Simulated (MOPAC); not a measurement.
Input file for MOPAC: PM3 on LaC, 2S+1 = 2, a spin state set in the input, which need not be the lowest, a point of a bond scan (R = 1.987 Å).

```
PM3 1SCF PRECISE CHARGE=0 UHF MS=0.5 THREADS=1
CLa

La     0.00000000 1     0.00000000 1     0.00000000 1
C      0.00000000 1     0.00000000 1     1.98687800 1
```

It printed:

```
*******************************************************************************
 **                                                                           **
 **                              MOPAC v23.2.5                                **
 **                                                                           **
 *******************************************************************************
 ** MOPAC's Digital Object Identifier: https://doi.org/10.5281/zenodo.6511958 **
 **                                                                           **
 ** Please cite the open-source release paper for use of this MOPAC version:  **
 ** J. E. Moussa and J. J. P. Stewart (2026)                                  **
 ** MOPAC: An open-source semiempirical molecular orbital program             **
 ** J. Open Source Softw., 11(119), 8025, https://doi.org/10.21105/joss.08025 **
 *******************************************************************************

                              PM3 CALCULATION RESULTS

 *******************************************************************************
 *  PM3        - The PM3 Hamiltonian to be used
 *  UHF        - UNRESTRICTED HARTREE-FOCK CALCULATION
 *
 *
 *
 *                 CHARGE ON SYSTEM = 0
 *
 *
 *
 *  MS=        - IN MECI, MAGNETIC COMPONENT OF SPIN =  0.5
 *  PRECISE    - TIGHTER CRITERIA TO BE USED
 *  1SCF       - DO 1 SCF AND THEN STOP
 *  THREADS=1  - MULTI-THREADING NOT USED
 *  T=         - A TIME OF 172800.0 SECONDS REQUESTED
 *  DUMP=N     - RESTART FILE WRITTEN EVERY 7200.0 SECONDS REQUESTED
 *******************************************************************************
PM3 1SCF PRECISE CHARGE=0 UHF MS=0.5 THREADS=1
 CLa

   ATOM   CHEMICAL          X               Y               Z
  NUMBER   SYMBOL      (ANGSTROMS)     (ANGSTROMS)     (ANGSTROMS)

     1      La          0.00000000  *   0.00000000  *   0.00000000  *
     2       C          0.00000000  *   0.00000000  *   1.98687800  *



          CARTESIAN COORDINATES

    NO.       ATOM           X           Y           Z

     1        La          0.0000      0.0000      0.0000
     2         C          0.0000      0.0000      1.9869

  C: (PM3): J. J. P. STEWART, J. COMP. CHEM. 10, 209 (1989).
 La: (PM3): R.O. FREIRE, ET AL, J. PHYS. CHEM. A 110 (17) (2006) 5897.

           Empirical Formula: C La  =     2 atoms



      MOLECULAR POINT GROUP   :   C*v


          UHF CALCULATION, NO. OF ALPHA ELECTRONS =    4
                           NO. OF BETA  ELECTRONS =    3

 -------------------------------------------------------------------------------
 PM3 1SCF PRECISE CHARGE=0 UHF MS=0.5 THREADS=1
 CLa



     1SCF WAS SPECIFIED, SO BFGS WAS NOT USED
     SCF FIELD WAS ACHIEVED


                              PM3 CALCULATION
                                                       MOPAC v23.2.5 Linux




          FINAL HEAT OF FORMATION =        481.34202 KCAL/MOL =    2013.93502 KJ/MOL


          COSMO AREA              =        108.67 SQUARE ANGSTROMS
          COSMO VOLUME            =        103.64 CUBIC ANGSTROMS

          IONIZATION POTENTIAL    =          0.635343 EV
          ALPHA SOMO LUMO (EV)    =         -1.771
          BETA  SOMO LUMO (EV)    =         -0.635 27.744
          NO. OF ALPHA ELECTRONS  =          4
          NO. OF BETA  ELECTRONS  =          3
          MOLECULAR WEIGHT        =        150.9170         POINT GROUP:  C*v

          MOLECULAR DIMENSIONS (Angstroms)

            Atom       Atom       Distance
            C     2   La     1     1.98688
            C     2   La     1     0.00000
           La     1    C     2     0.00000


          SCF CALCULATIONS        =          1





   ATOM   CHEMICAL          X               Y               Z
  NUMBER   SYMBOL      (ANGSTROMS)     (ANGSTROMS)     (ANGSTROMS)

     1      La          0.00000000  *   0.00000000  *   0.00000000  *
     2       C          0.00000000  *   0.00000000  *   1.98687800  *

                             CARTESIAN COORDINATES

   1   La        0.000000000     0.000000000     0.000000000
   2    C        0.000000000     0.000000000     1.986878000


           Empirical Formula: C La  =     2 atoms



      MOLECULAR POINT GROUP   :   C*v


          ALPHA EIGENVALUES
 -12.94973  -4.15671  -1.77096  -1.77096


           BETA EIGENVALUES
 -11.68906  -0.63534  -0.63534  27.74389


              NET ATOMIC CHARGES AND DIPOLE CONTRIBUTIONS

  ATOM NO.   TYPE          CHARGE      No. of ELECS.   s-Pop       p-Pop
    1         La           3.000000        0.0000
    2          C          -3.000000        7.0000     1.81702     5.18298
 DIPOLE           X         Y         Z       TOTAL
 POINT-CHG.     0.000     0.000   -28.630    28.630
 HYBRID         0.000    -0.000     1.638     1.638
 SUM            0.000    -0.000   -26.992    26.992


          ATOMIC ORBITAL ELECTRON POPULATIONS

     Atom    s        px        py        pz
    1 La
    2  C   1.81702   2.00000   2.00000   1.18298


                    (SZ)    =    0.500000
                    (S**2)  =    0.750000


          ATOMIC ORBITAL SPIN POPULATIONS

    Atom   Total    s     px     py     pz
         Atomic
    1 La  0.0000
    2  C  1.0000  0.183  0.000  0.000  0.817

 **********************
 *                    *
 * JOB ENDED NORMALLY *
 *                    *
 **********************




 == MOPAC DONE ==
```

The run finished.

Cost: about 0.03 core-seconds (a rough figure).
